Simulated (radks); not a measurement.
Numerical settings for neutral praseodymium, [Xe] 4f3 6s2. Method: Dirac Kohn-Sham, PBEsol, spin-unpolarised, spherical densities, finite nucleus; open shells are shared between the two j in proportion to 2j + 1; Fermi nuclear charge, rms radius 4.8919 fm; computed with a radial shooting solver on a logarithmic mesh with Libxc functionals. The defaults (mesh step 0.008 in ln r, mesh end at 40 bohr or more with all orbitals vanishing there, Anderson mixing 0.5 over 9 steps, residual threshold near 1e-9 with the energy settled to 1e-9 hartree or 1e-11 of itself, here a cap of 55 iterations) give E = -9238.7012 hartree and 4f7/2 at -1.139 eV in 14 iterations. Times are rough (one thread of a shared host). Changes against that run (0 stands for a change within the tolerance of the run):

| setting | iterations | converged | E (mhartree) | e(4f7/2) (meV) | CPU (s) |
|---|---|---|---|---|---|
| mesh step in ln r 0.05 | 14 | yes | -0.0446 | -0.0225 | 0.05 |
| mesh step in ln r 0.003 | 14 | yes | 0 | 0 | 0.49 |
| mesh step in ln r 0.02 | 14 | yes | 0 | 0 | 0.09 |
| mesh end (bohr) 5 | 14 | level above zero | +395 | +4.91e+03 | 0.14 |
| mesh end (bohr) 2 | 13 | level above zero | +2.73e+04 | +7.4e+04 | 0.13 |
| residual threshold 0.01 | 8 | yes | +0.00032 | -6.12 | 0.14 |
| residual threshold 1e-16 | 55 | no | 0 | 0 | 0.41 |
| mixing 0.2 | 17 | yes | 0 | 0 | 0.23 |
| linear mixing, mixing 0.2 | 55 | no | 0 | +0.00456 | 0.52 |
| linear mixing, mixing 0.05 | 55 | no | +0.239 | -158 | 0.6 |
| mixing history 20 | 19 | yes | 0 | 0 | 0.24 |
| iteration cap 2 | 2 | no | +86.1 | -4.04e+03 | 0.04 |

Settled on a wrong energy, with an occupied level pushed above zero by the early mesh end: mesh end (bohr) 5 (+0.395 hartree); mesh end (bohr) 2 (+27.3 hartree). Apart from these: no run marked as converged misses the energy by more than 1 mhartree. A mesh that ends early acts as a hard wall.
